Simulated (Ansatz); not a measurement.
`[CH3][Cd][Cl]` + H–F → `[CH3][Cd][F]` + HCl at 600 K and 1 bar (ligand exchange at a Cd–Cl bond).

Calculated with Ansatz (gas phase, PBE0-D4/def2-TZVP geometries, no zero-point term in ΔE). CCSD(T)/CBS adds triple-zeta CCSD(T) − MP2 to the extrapolated MP2 energy (def2 sets, frozen cores). This one scheme is used for every species. Elements past krypton have def2 core potentials. For Cd outer-core shells are correlated without core-valence functions, which leaves a few kJ/mol of doubt a bond.

```
        species  CCSD(T)/CBS energy (Eh)  H − E (kJ/mol)  S (J/(mol·K))
`[CH3][Cd][Cl]`               -667.39508           136.0          355.5
            H–F               -100.39570            42.3          194.0
 `[CH3][Cd][F]`               -307.37791           136.6          342.4
            HCl               -460.38127            35.4          207.2
```

H − E and S are ideal-gas, rigid-rotor, harmonic terms from PBE0-D4/def2-TZVP. 1 Eh = 2625.50 kJ/mol, R = 8.31446 J/(mol·K).

Question: By hand: ΔE, ΔH, ΔS and ΔG.

Answer: ΔE = (-307.37791) + (-460.38127) − (-667.39508) − (-100.39570) = 0.03160 Eh = 83.0 kJ/mol. Δ(H − E) = 136.6 + 35.4 − 136.0 − 42.3 = -6.3, so ΔH = 76.7 kJ/mol. ΔS = 342.4 + 207.2 − 355.5 − 194.0 = 0.1 J/(mol·K). ΔG = 76.7 − 600 × (0.1)/1000 = 76.6 kJ/mol.

Question: By hand: the equilibrium constant, and the temperature at which ΔG would vanish if ΔH and ΔS stayed fixed.

Answer: log₁₀ K = −ΔG/(RT ln 10) = -6.7. ΔG = 0 at ΔH/ΔS = 767000 K, far beyond where these terms or the molecules hold.

The number of gas molecules stays the same, so ΔS is small and ΔH decides. A doubt of 5 kJ/mol in ΔE shifts log₁₀ K by 0.4 here. These are equilibria of isolated gas molecules and say nothing of rates. Largest T1 diagnostic: 0.014 (customary marks: 0.02 for closed shells, 0.045 for open ones).
